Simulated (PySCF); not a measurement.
**Atomic charges against the basis set**

C6H15P.
Geometry (PBE0-D3(BJ)/def2-SVP, Å), atoms numbered from 1 in this order:
```xyz
22
C6H15P angstrom
C     -1.6431   -2.2593    0.4136
C     -0.3136   -1.5323    0.5534
P     -0.1624   -0.0466   -0.5575
C      1.5163    0.5575   -0.0282
C      2.6630   -0.2564   -0.6109
C     -1.2272    1.1510    0.3890
C     -1.2939    2.5317   -0.2478
H     -2.4898   -1.6294    0.7289
H     -1.8261   -2.5571   -0.6305
H     -1.6678   -3.1696    1.0324
H     -0.1357   -1.2300    1.6014
H      0.5113   -2.2104    0.2778
H      1.5921    1.6031   -0.3705
H      1.5687    0.5821    1.0753
H      2.6078   -0.2915   -1.7100
H      2.6537   -1.2960   -0.2479
H      3.6385    0.1745   -0.3361
H     -2.2369    0.7088    0.4254
H     -0.8735    1.2141    1.4340
H     -0.3097    3.0255   -0.2591
H     -1.9817    3.1929    0.3020
H     -1.6434    2.4730   -1.2905
```

PBE0 throughout (PySCF), one geometry, spherical d and f functions. Isolated species at its PBE0-D3(BJ)/def2-SVP geometry (one conformer only). Atoms taken as equivalent share a column and are averaged.

Mulliken charges (e):

| basis | functions | C1/C5/C7 | C2/C4/C6 | P3 | H8 (×9) | H11 (×6) |
| --- | --- | --- | --- | --- | --- | --- |
| pcSseg-0 | 97 | -0.619 | -0.859 | +0.728 | +0.235 | +0.265 |
| cc-pVDZ | 177 | -0.075 | -0.232 | +0.152 | +0.049 | +0.054 |
| def2-SVP | 177 | -0.059 | -0.251 | +0.125 | +0.048 | +0.062 |
| aug-cc-pVDZ | 300 | +0.411 | +0.544 | +0.259 | -0.148 | -0.299 |
| def2-TZVP | 313 | -0.379 | -0.255 | +0.105 | +0.125 | +0.112 |

IAO charges (e):

```csv
basis,functions,C1/C5/C7,C2/C4/C6,P3,H8 (×9),H11 (×6)
pcSseg-0,97,-0.415,-0.437,+0.417,+0.143,+0.142
cc-pVDZ,177,-0.405,-0.420,+0.457,+0.137,+0.131
def2-SVP,177,-0.395,-0.418,+0.461,+0.134,+0.129
aug-cc-pVDZ,300,-0.417,-0.425,+0.455,+0.141,+0.134
def2-TZVP,313,-0.419,-0.438,+0.485,+0.141,+0.135
```

Hirshfeld charges (e):

```tsv
basis	functions	C1/C5/C7	C2/C4/C6	P3	H8 (×9)	H11 (×6)
pcSseg-0	97	-0.104	-0.096	+0.140	+0.034	+0.027
cc-pVDZ	177	-0.112	-0.106	+0.130	+0.036	+0.033
def2-SVP	177	-0.116	-0.107	+0.142	+0.037	+0.033
aug-cc-pVDZ	300	-0.127	-0.122	+0.150	+0.040	+0.039
def2-TZVP	313	-0.121	-0.118	+0.137	+0.039	+0.038
```

Some averages cover members that differ in this geometry, most widely: H11 (×6), Mulliken in aug-cc-pVDZ -0.359 to -0.237; H8 (×9), Mulliken in aug-cc-pVDZ -0.185 to -0.112 e.

Problem. Which scheme is steadiest as the basis changes?

Solution. Largest range over the bases for any column: Hirshfeld 0.03 e, IAO 0.07 e, Mulliken 1.40 e. Hirshfeld charges move least and Mulliken charges most, counted in e.

Problem. How much do the charges still move between the two largest bases, aug-cc-pVDZ and def2-TZVP?

Solution. At most, over all atoms: Mulliken 0.800 e, IAO 0.030 e, Hirshfeld 0.013 e.

Problem. What do the same runs give for the total energy, the frontier levels and the dipole moment?

Solution. 
```
      basis  energy (Eh)  HOMO (eV)  LUMO (eV)  μ (D)
   pcSseg-0    -577.6696      -6.25       1.86   1.38
    cc-pVDZ    -578.6092      -6.16       1.60   1.21
   def2-SVP    -578.3277      -6.20       1.60   1.23
aug-cc-pVDZ    -578.6255      -6.27      -0.01   1.33
  def2-TZVP    -578.6980      -6.26       1.06   1.28
```

The dipole is fixed by the density alone, so its range of 0.17 D shows that the density itself changes with the basis, not only its division among atoms.
